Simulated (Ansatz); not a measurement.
`[SiH3]N1BC1` and `B1CN1` differ in one atom or group.

Ansatz, PBE0-D4/def2-TZVP geometries, multiplicity 1. 

```tsv
property	`[SiH3]N1BC1`
size of the dipole moment (ωB97M-V/def2-TZVPP) / D	0.23
HOMO–LUMO gap (PBE/def2-TZVPP) / eV	5.33
HOMO energy (ωB97M-V/def2-TZVPP) / eV	-10.09
zero-point energy (PBE0-D4/def2-TZVP) / kJ/mol	183.0
LUMO energy (ωB97M-V/def2-TZVPP) / eV	1.61
HOMO–LUMO gap (PBE0/def2-TZVPP) / eV	7.56
```

**Question.** Give the same properties after the change, and the shifts. (Best estimate.)

**Answer.** The calculation gave: 
| property | `B1CN1` | shift |
| --- | --- | --- |
| size of the dipole moment (ωB97M-V/def2-TZVPP) / D | 1.14 | 0.91 |
| HOMO–LUMO gap (PBE/def2-TZVPP) / eV | 5.65 | 0.32 |
| HOMO energy (ωB97M-V/def2-TZVPP) / eV | -10.05 | 0.04 |
| zero-point energy (PBE0-D4/def2-TZVP) / kJ/mol | 141.3 | -41.7 |
| LUMO energy (ωB97M-V/def2-TZVPP) / eV | 2.04 | 0.43 |
| HOMO–LUMO gap (PBE0/def2-TZVPP) / eV | 7.94 | 0.38 |

With PBE0 the HOMO rises by 0.11 eV and the LUMO rises by 0.49 eV, so the gap widens by about 0.38 eV. PBE moves the HOMO by 0.16 eV and ωB97M-V by 0.04 eV. The zero-point energy changes by -41.7 kJ/mol with -9 modes. Dipoles are sizes alone; their direction can turn.
